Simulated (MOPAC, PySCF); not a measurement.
C₂H₆Si₂, SMILES `[SiH2]1C=C[SiH2]1`, neutral singlet in the gas phase. 

Z-matrix (Å, degrees):
```
C
C 1 1.3502
H 2 1.0876 1 123.14
H 1 1.0876 2 123.14 3 0.00
Si 1 1.8859 4 131.63 2 -179.99
H 5 1.4848 1 115.20 4 63.16
H 5 1.4848 6 107.68 1 130.08
Si 2 1.8859 3 131.63 1 -179.99
H 8 1.4848 2 115.20 3 -63.16
H 8 1.4848 9 107.68 2 -130.08
```
Charge 0, spin multiplicity 1.

All levels are single points at this geometry (B3LYP-D3(BJ)/def2-TZVP); Pople sets use spherical d functions. Orbital energies aren't observables, and empty levels follow the basis.

| level | HOMO (eV) | LUMO (eV) | gap (eV) | dipole (D) | vertical IE, Delta-SCF (eV) |
|---|---|---|---|---|---|
| B3LYP-D3(BJ)/def2-TZVP in PySCF | -7.50 | -0.92 | 6.58 | 0.55 | – |
| PBE-D3(BJ)/def2-TZVP in PySCF | -6.62 | -1.76 | 4.85 | 0.65 | – |
| B3LYP/3-21G in PySCF | -7.56 | -0.37 | 7.18 | 0.40 | – |
| B3LYP/6-311+G** in PySCF | -7.58 | -0.92 | 6.66 | 0.33 | – |
| B3LYP/6-31G* in PySCF | -7.41 | -0.50 | 6.91 | 0.50 | 9.74 |
| B3LYP/LANL2DZ in PySCF | -7.59 | -0.57 | 7.02 | 0.20 | – |
| M06-2X/6-31G* in PySCF | -8.63 | 0.60 | 9.22 | 0.37 | – |
| HF/3-21G in PySCF | -10.23 | 3.25 | 13.48 | 0.30 | – |
| HF/6-31G* in PySCF | -10.18 | 3.30 | 13.48 | 0.36 | 9.05 |
| HF/STO-3G in PySCF | -7.72 | 8.83 | 16.55 | 0.91 | – |
| PM3 in MOPAC | -9.37 | -1.31 | 8.05 | 0.07 | – |
| PM6 in MOPAC | -8.51 | -0.14 | 8.37 | 0.09 | – |
| PM7 in MOPAC | -10.31 | -0.38 | 9.93 | 0.03 | – |
